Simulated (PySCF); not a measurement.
SMILES [OH][Al]([OH])[O][SiH](F)F, singlet at its B3LYP/def2-SVP optimised geometry (Å):

```
10

Si    -0.4134    -0.3685     0.0000
F     -0.9382    -1.0225     1.3792
F     -0.9362     1.1586     0.0000
O     -1.0562    -1.1586    -1.2528
Al    -1.7053    -2.0263    -2.5645
O     -3.3671    -2.0743    -2.8796
O     -0.6134    -2.8490    -3.5597
H      1.0562    -0.3685     0.0000
H     -4.0588    -1.6441    -2.3701
H     -0.8683    -3.3688    -4.3269
```

Level of theory: B3LYP/def2-TZVP (PySCF). Cells within 0.4 Å of a nucleus heavier than hydrogen are left out (blank, or x).

Map of the log10 of the electron density (e/bohr³), floored at −4 on the plane z = 0.0 Å:

```
|000000000000000000000000000|
|000000000000000000000000000|
|000000001111100000000000000|
|000000122332211000000000000|
|000001234444332100000000000|
|000013455665543210000000000|
|000123567777654210000000000|
|000134578998764321100000000|
|000234689xx9865432110000000|
|000235689xx9865433321100000|
|000234679xx9865544432110000|
|000234578888766655543210000|
|000134567777776666654321000|
|00012345678xx87777764321000|
|00012345679xx97888765421000|
|00122345679xx97888765321000|
|001233456679977777654321000|
|001233456667666666554321000|
|001223455666655555443210000|
|000123445555554444332100000|
|000123344454443333221000000|
|000112333444333222110000000|
|000011223333222110000000000|
|000001122222211000000000000|
|000000011111100000000000000|
|000000000000000000000000000|
|000000000000000000000000000|
```
Scale: ten equal steps from -4.00 (start of '0') to -0.064 (end of '9'), in the order '0123456789'; x runs from -3.50 to 3.50, y from -3.50 (bottom) to 3.50 (top).
